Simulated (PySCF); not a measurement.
An unknown shows these calculated signals:

1H NMR (500 MHz, computed): δ 6.77 (br s, 1H), 5.24 (s, 2H), 4.70 (t, 2H), 3.81 (t, 2H).

13C{1H} NMR (computed): δ 188.5 (C), 67.0 (CH2), 55.4 (CH2).

Computed data (PySCF): coordinates at the GFN2-xTB level, NMR shieldings at PBE0/pcSseg-1/GIAO. Single conformer, one averaged value for each set of equivalent atoms, non-relativistic, no solvent.

Scale: 1H and 13C against TMS (reference shieldings calculated alike).

Question: Which of these does the molecule contain: a carboxylic acid, a Si–H bond, an aldehyde, an OH group, a methoxy group, an ester?

Answer: 
- A carboxylic acid: yes (δC 188.5; δH 6.77 (br s)).
- A Si–H bond: yes (δH 5.24 (s)).
- An aldehyde: no.
- An OH group: yes (δH 6.77 (br s)).
- A methoxy group: no.
- An ester: no.

The data belong to `O=C(O)[SiH2]OCCCl`, C3H7ClO3Si; they needn't prove each group on their own.

Carbon signals by region: 1 in the far downfield region (above 160 ppm), 2 at 50–100 ppm. Above 160 ppm: 188.5, carbonyl carbon.

OH/NH shifts are gas-phase values; hydrogen bonding in solution moves them, usually downfield. Carbons that carry Cl, above all several Cl atoms, come out too deshielded, partly because spin–orbit coupling is missing. Shifts are as computed. Against solution values, carbons near 30 ppm lie about +3 ppm off and those near 130 ppm about +5 ppm; carbons on Cl a further +6 ppm. Of 1309 compounds with measured shifts, 239 miss one by over three times the rms of a fit or turn the order of signals round; such compounds aren't used in these exercises. Hydrogen bonding in solution deshields acid and N–H amide carbonyl carbons by as much as 10 ppm beyond these values. No couplings were computed; multiplicities are counted from neighbouring protons, with m where these are inequivalent, close in shift, in a saturated or five-membered ring or joined by F or P, and br s for small geminal =CH2 splittings.
